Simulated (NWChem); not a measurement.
BaCl2; SMILES [Cl][Ba][Cl]

Results from NWChem. def2 effective core potentials on Ba; no spin-orbit coupling. Each level has its own optimisation; frequencies are unscaled.

```json
[
 {"level": "CAM-B3LYP/def2-SVP", "r Ba–Cl (Å)": "2.769", "highest harmonic frequency (cm⁻¹)": "299", "lowest (cm⁻¹)": "46", "zero-point energy (kcal/mol)": "0.9"},
 {"level": "LDA (Slater exchange, VWN5)/def2-SVP", "r Ba–Cl (Å)": "2.716", "highest harmonic frequency (cm⁻¹)": "308", "lowest (cm⁻¹)": "47", "zero-point energy (kcal/mol)": "0.9"},
 {"level": "PBE-D3(BJ)/def2-SVP", "r Ba–Cl (Å)": "2.755", "highest harmonic frequency (cm⁻¹)": "294", "lowest (cm⁻¹)": "47", "zero-point energy (kcal/mol)": "0.9"}
]
```
